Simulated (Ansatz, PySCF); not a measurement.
This Ansatz (a program for electronic structure) input computes a BLYP/def2-TZVPD energy:

Ansatz 0.2 input:
```yaml
crystal:
  periodic: [false, false, false]
  atoms:
    - {symbol: O, position_ang: [0.29003508, 0.10104762, -1.12736676]}
    - {symbol: O, position_ang: [0.32920390, 0.08660056, 0.41850184]}
    - {symbol: H, position_ang: [1.21176731, 0.36559278, -1.28986981]}
    - {symbol: O, position_ang: [-0.77070989, -0.23334728, 0.87009864]}
basis:
  gaussian:
    orbitals: def2-TZVPD
hamiltonian:
  xc: {name: BLYP}
magnetization: {spin_polarized: true, initial_magnetization: 1}
output: {forces: true}
```

Task: Write an input for the same energy in PySCF and say what it gives.

Result: 
```python
from pyscf import gto, scf, dft

mol = gto.M(
    atom='''
    O     0.29003508    0.10104762   -1.12736676
    O     0.32920390    0.08660056    0.41850184
    H     1.21176731    0.36559278   -1.28986981
    O    -0.77070989   -0.23334728    0.87009864
    ''',
    basis='def2-tzvpd',
    charge=0,
    spin=1,
    verbose=4,
)

mf = dft.UKS(mol, xc='blyp').density_fit(auxbasis='def2-universal-jkfit')
mf.grids.level = 3
mf.conv_tol = 1e-9
mf.max_cycle = 100
mf.max_memory = 1500
mf.kernel()
if not mf.converged:
    mf = mf.newton()
    mf.kernel(mf.make_rdm1())
for _ in range(2):
    mo, _, stable, _ = mf.stability(return_status=True)
    if stable:
        break
    mf.kernel(mf.make_rdm1(mo, mf.mo_occ))
mf.analyze()
```
It gives -226.16645 Eh, and Ansatz -226.16639 Eh, a difference of 0.06 mEh, from the treatment of integrals and grids.

It need not be the lowest isomer of its formula.
